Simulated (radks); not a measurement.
Values are calculated unless marked as measured or tabulated.
How relativity changes the ionisation of the potassium ion K14+ ([He] 2s2 2p1) to K15+ ([He] 2s2). Spin-unpolarised spherical Kohn-Sham, LDA (Slater exchange, Perdew-Wang correlation), point nucleus unless stated (finite: rms radius 3.4349 fm), a radial shooting solver on a logarithmic mesh with Libxc functionals. A level marked "c x" has the speed of light scaled by that factor and shares open shells by 2j + 1; other Dirac levels either fill j = l - 1/2 first or share by 2j + 1.

level                               E(K14+) (hartree)  E(K15+) (hartree)  IE (eV)   HOMO  <r> HOMO (bohr)
non-rel.                                   -452.16273         -420.75643   854.61     2p           0.3017
scalar-rel.                                -454.29265         -422.82712   856.22     2p           0.3008
scalar-rel., finite nucleus                -454.29176         -422.82623   856.22     2p           0.3008
Dirac, 2j+1 shares                         -454.29326         -422.82712   856.24  2p3/2           0.3013
Dirac, low j first                         -454.39152         -422.82712   858.91  2p1/2           0.2995
Dirac, 2j+1 shares, finite nucleus         -454.29238         -422.82623   856.24  2p3/2           0.3013
Dirac, c x 0.75                            -455.97892         -424.46566   857.52  2p3/2           0.3011
Dirac, c x 1.25                            -453.52158         -422.07707   855.65  2p3/2           0.3015
Dirac, c x 2                               -452.69156         -421.27037   855.01  2p3/2           0.3016

NIST Atomic Spectra Database: 860.9 eV (semi-empirical). The relativistic part of the total energy of K14+ is -2.13 hartree (Dirac, 2j+1 shares, finite nucleus), 0.47 % of the non-relativistic value. Spin polarisation and multiplet splitting of open shells are left out at every level.

Beside tabulated values, note that spin-unpolarised runs miss the spin-polarisation part of the exchange energy of open shells.
